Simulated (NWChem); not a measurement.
System: SiN, doublet; SMILES N#[Si]

```xyz
2

Si     0.0000     0.0000    -0.5264
N      0.0000     0.0000     1.0485
```
Atoms are numbered in this order, from 1.

The geometry was optimised at PBE0/def2-SVP, spin-unrestricted. No stability test was run on the SCF state.

Question: List the 6 lowest vertical excitations from PBE0/def2-SVP, spin-unrestricted, TDA (NWChem).

Answer: 
```csv
state,energy (eV),oscillator strength,<S²>
state 1,0.44,0.001,0.78
state 2,0.44,0.001,0.78
state 3,3.52,0.010,2.59
state 4,3.91,0.000,2.64
state 5,3.91,0.000,2.64
state 6,3.96,0.031,0.95
```
